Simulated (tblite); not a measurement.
C6H9NOSi.
Numbering: `[N:1]#[C:2]/[CH:3]=[CH:4]/[C:5](=[O:6])[CH2:7][CH2:8][SiH3:9]` (hydrogens: H10 on C3; H11 on C4; H12, H13 on C7; H14, H15 on C8; H16, H17, H18 on Si9)

Structure optimised with GFN2-xTB, isolated species.

(1) What internal coordinates does the optimisation give?

Results:

(1) 
| bond | length (Å) | order |
| --- | --- | --- |
| N1≡C2 | 1.147 | triple |
| C2–C3 | 1.405 | single |
| C3=C4 | 1.338 | double |
| C4–C5 | 1.483 | single |
| C5=O6 | 1.210 | double |
| C5–C7 | 1.506 | single |
| C7–C8 | 1.523 | single |
| C8–Si9 | 1.908 | single |
| C3–H10 | 1.084 | single |
| C4–H11 | 1.081 | single |
| C7–H12, C7–H13 | 1.095 | single |
| C8–H14, C8–H15 | 1.091 | single |
| Si9–H16, Si9–H18 | 1.460 | single |
| Si9–H17 | 1.470 | single |

Bonds in one row agree within 0.01 Å and their mean is given. Orders are formal, as drawn. A selection of angles:
| angle | degrees |
| --- | --- |
| N1–C2–C3 | 179.8 |
| C2–C3–C4 | 123.5 |
| C3–C4–C5 | 120.4 |
| C4–C5–O6 | 121.9 |
| C4–C5–C7 | 114.4 |
| O6–C5–C7 | 123.7 |
| C5–C7–C8 | 112.7 |
| C7–C8–Si9 | 113.6 |

Dihedral angles: C2–C3–C4–C5 179° (antiperiplanar); C3–C4–C5–O6 4° (synperiplanar); C4–C5–C7–C8 178° (antiperiplanar); C5–C7–C8–Si9 -68° (synclinal). The mirror-image conformer, all signs reversed, is as good.

The 5 C–C bonds span 1.338 Å (C3=C4, drawn double) to 1.523 Å (C7–C8, drawn single), a spread of 0.185 Å. Si9 (SiH3 silicon) is distorted tetrahedral (angles from 106.9° to 113.0°). Of the pairs four or more bonds apart, O6···Si9 is among the closest relative to their van der Waals radii: 3.25 Å, 90 % of the sum of Bondi's values.

Point group: C1 (no symmetry element, even within 0.4 Å). Its GFN2-xTB frequencies are all real (lowest 26 cm⁻¹). One conformer, not necessarily the lowest. 2 starts were optimised and ended at 0.00 and 0.48 kcal/mol (GFN2-xTB); the lowest of these is shown.

The numbers are calculated, not measured.
